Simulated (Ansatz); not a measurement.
`O[SiH](O)O[Si](F)(F)F` + `[SiH3]S` → `O[SiH](O)S[SiH3]` + `O[Si](F)(F)F`  (ligand exchange at the Si–O bond)

Computed with Ansatz on PBE0-D4/def2-TZVP structures; ΔE is electronic, products minus reactants. CBS: MP2 limit from def2 TZ/QZ plus the TZ coupled-cluster correction, frozen cores. DFT in def2-TZVPP. HSE06 is defined as in plane-wave codes. One conformer a species, not always the lowest.

Q: Is it downhill or uphill in electronic energy at CCSD(T)/CBS, and by how much? (An estimate is asked.)

A: The calculation gave: Uphill: ΔE = +65.1 kJ/mol.

Q: What do these levels give: revPBE-D4, BLYP-D4, r2SCAN0-D4, HSE06-D4, PBE, BLYP, CAM-B3LYP, HF/def2-TZVPP, MP2/def2-TZVPP, CCSD/def2-TZVPP, HF/def2-QZVPP, HF/CBS(def2)? (An estimate is asked.)

A: The calculation gave: revPBE-D4 47.6, BLYP-D4 64.8, r2SCAN0-D4 63.9, HSE06-D4 54.6, PBE 49.9, BLYP 68.0, CAM-B3LYP 76.5, HF/def2-TZVPP 90.9, MP2/def2-TZVPP 62.3, CCSD/def2-TZVPP 73.5, HF/def2-QZVPP 93.4, HF/CBS(def2) 93.8 kJ/mol.

Largest T1 diagnostic among the species: 0.012.

From r2SCAN to r2SCAN0 (25 % exact exchange), in def2-TZVPP and without D4, ΔE moves by +3.1 kJ/mol. Leaving LDA and LC-ωPBE aside and taking each functional with its dispersion term where it has one, the values, not all of them listed here, spread over 29.2 kJ/mol, from revPBE-D4 to BHLYP-D4.
